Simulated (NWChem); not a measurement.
Molecule: CH4F2OSi; SMILES O[SiH2]C(F)F

```xyz
9

O      0.5451     2.0511     0.2727
Si    -0.5537     0.8639    -0.1134
C      0.0844    -0.8650     0.4167
F     -0.8513    -1.8048     0.0417
F      1.2542    -1.1308    -0.2723
H      1.3823     2.0415    -0.2122
H     -0.8143     0.7581    -1.5734
H     -1.7880     1.1777     0.6413
H      0.2967    -1.0179     1.4825
```
Atoms are numbered in this order, from 1.

Structure relaxed at the B3LYP/6-31G* (spherical d) level.

Question: Give the principal values of the shielding tensors (ppm) of O1, Si2, C3, F4, F5 from B3LYP/6-31G* (spherical d), GIAO (NWChem), with their diamagnetic and paramagnetic parts as GIAO splits them.

Answer: 
```csv
atom,σ11,σ22,σ33,isotropic,diamagnetic,paramagnetic
O1,290.8,311.7,337.3,313.2,390.7,-77.5
Si2,386.9,409.5,466.4,421.0,881.5,-460.6
C3,53.7,76.8,85.4,72.0,245.1,-173.2
F4,210.1,347.0,469.9,342.3,470.8,-128.4
F5,205.2,353.3,451.5,336.7,470.7,-134.0
```
